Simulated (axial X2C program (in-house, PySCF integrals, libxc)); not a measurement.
Which molecule has these constants?

All values come from calculations with an in-house relativistic program for diatomic molecules, spin-free (one-electron X2C) or two-component (2c: spin–orbit coupling with atomic mean-field Coulomb and Gaunt terms, which also bring small scalar terms), in Dyall basis sets with cores contracted in-house; open shells are unrestricted.

A two-component PBE0 calculation in a Dyall 3-zeta basis gave Re = 1.765 Å, ωe = 813.5 cm⁻¹, Ω = 3/2.

Task: Which molecule is it?
A. VF⁺
B. NbF⁺
C. TaF⁺

Result: C. The others have VF⁺ 1.710 Å and 811.4 cm⁻¹ (Ω = 1/2); NbF⁺ 1.783 Å and 749.6 cm⁻¹ (Ω = 3/2).

Each entry is the lowest single determinant of a limited PBE0 search at one distance. De goes to single-determinant-based atoms at the same level (for ions the charge split of lowest energy) and is withheld (n/a) where an atom does not fit its ground term or J level. Main or longest-lived isotopes. One determinant is a doubtful description, or other states lie close, for TaF⁺, VF⁺, NbF⁺; these need not be ground states, and all values refer to the states named. With several unpaired electrons the Ω given is that of one determinant, not necessarily of the lowest component. The functionals have no current term, which raises determinants with orbital currents.
